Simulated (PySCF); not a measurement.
C₂H₅Se, SMILES [Se]([CH2])C, multiplicity 2.

Coordinates come from a PBE-D3(BJ)/def2-SVP optimisation. The isomer is the one that the SMILES or the coordinates give; other isomers of the formula were not compared.

All values below come from PBE-D3(BJ)/def2-SVP (PySCF 2.14.0).

Frequencies are harmonic and unscaled.

| mode | ν (cm⁻¹) | IR (km/mol) | moving atoms (share of kinetic energy) |
|---|---|---|---|
| 1 | 126 | 0.1 | H 95 % |
| 2 | 193 | 4.8 | H 93 % |
| 3 | 235 | 1.8 | C 53 %, H 35 %, Se 12 % |
| 4 | 342 | 75.9 | H 80 %, C 20 % |
| 5 | 590 | 0.7 | C 71 %, Se 15 %, H 14 % |
| 6 | 701 | 0.9 | C 70 %, Se 15 %, H 15 % |
| 7 | 803 | 0.4 | H 85 %, C 15 % |
| 8 | 868 | 6.7 | H 86 %, C 13 % |
| 9 | 918 | 8.3 | H 77 %, C 21 % |
| 10 | 1239 | 5.3 | H 85 %, C 14 % |
| 11 | 1303 | 0.6 | H 89 %, C 11 % |
| 12 | 1383 | 8.8 | H 95 % |
| 13 | 1397 | 9.1 | H 95 % |
| 14 | 2987 | 13.0 | H 98 % |
| 15 | 3086 | 2.1 | H 96 % |
| 16 | 3102 | 2.4 | H 90 %, C 10 % |
| 17 | 3112 | 1.4 | H 90 %, C 10 % |
| 18 | 3227 | 0.0 | H 89 %, C 11 % |
